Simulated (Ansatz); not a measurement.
Al₁₂⁻ (relaxed from a model of Al12 flat piece, whose bonding it doesn't keep). Total charge -1; doublet. Geometry PBE-D4/def2-SVP, that of the neutral singlet.

```xyz
12

Al   -1.0517   -3.0428    0.4377
Al   -0.7443   -1.0088   -1.4176
Al    1.0407   -1.6508    0.7650
Al    3.0559   -0.2290    1.5625
Al   -3.1419   -2.0057   -0.4282
Al   -1.3652   -0.3578    1.1863
Al    1.5122    0.1583   -1.1306
Al    3.2156    1.9208    0.1789
Al   -3.3401    0.5430   -0.6157
Al   -0.9889    1.5963   -0.9326
Al    0.6236    1.1776    1.2692
Al    1.1840    2.8988   -0.8750
```

At r2SCAN-D4/def2-SVP the charge -1 doublet is spin-contaminated (final ⟨S²⟩ up to 0.93, 0.75 for a pure state).

Problem. Estimate the α-spin orbital energies around the gap (eV) in Ansatz with PBE-D4/def2-SVP, r2SCAN-D4/def2-SVP, PBE0-D4/def2-SVP.

Solution. 
```json
{"orbital": "HOMO−5", "PBE-D4/def2-SVP": "-2.21", "r2SCAN-D4/def2-SVP": "-2.46", "PBE0-D4/def2-SVP": "-2.90"}
{"orbital": "HOMO−4", "PBE-D4/def2-SVP": "-2.02", "r2SCAN-D4/def2-SVP": "-2.19", "PBE0-D4/def2-SVP": "-2.60"}
{"orbital": "HOMO−3", "PBE-D4/def2-SVP": "-1.75", "r2SCAN-D4/def2-SVP": "-2.02", "PBE0-D4/def2-SVP": "-2.51"}
{"orbital": "HOMO−2", "PBE-D4/def2-SVP": "-1.73", "r2SCAN-D4/def2-SVP": "-1.94", "PBE0-D4/def2-SVP": "-2.37"}
{"orbital": "HOMO−1", "PBE-D4/def2-SVP": "-1.23", "r2SCAN-D4/def2-SVP": "-1.40", "PBE0-D4/def2-SVP": "-1.76"}
{"orbital": "HOMO", "PBE-D4/def2-SVP": "-0.81", "r2SCAN-D4/def2-SVP": "-1.06", "PBE0-D4/def2-SVP": "-1.44"}
{"orbital": "LUMO", "PBE-D4/def2-SVP": "-0.61", "r2SCAN-D4/def2-SVP": "-0.65", "PBE0-D4/def2-SVP": "-0.18"}
{"orbital": "LUMO+1", "PBE-D4/def2-SVP": "-0.45", "r2SCAN-D4/def2-SVP": "-0.50", "PBE0-D4/def2-SVP": "0.01"}
{"orbital": "LUMO+2", "PBE-D4/def2-SVP": "-0.19", "r2SCAN-D4/def2-SVP": "-0.25", "PBE0-D4/def2-SVP": "0.25"}
{"orbital": "LUMO+3", "PBE-D4/def2-SVP": "0.40", "r2SCAN-D4/def2-SVP": "0.38", "PBE0-D4/def2-SVP": "0.94"}
{"orbital": "LUMO+4", "PBE-D4/def2-SVP": "0.53", "r2SCAN-D4/def2-SVP": "0.56", "PBE0-D4/def2-SVP": "1.08"}
{"orbital": "LUMO+5", "PBE-D4/def2-SVP": "0.79", "r2SCAN-D4/def2-SVP": "0.75", "PBE0-D4/def2-SVP": "1.25"}
{"orbital": "β HOMO", "PBE-D4/def2-SVP": "-1.13", "r2SCAN-D4/def2-SVP": "-1.27", "PBE0-D4/def2-SVP": "-1.62"}
{"orbital": "β LUMO", "PBE-D4/def2-SVP": "-0.50", "r2SCAN-D4/def2-SVP": "-0.50", "PBE0-D4/def2-SVP": "-0.05"}
```
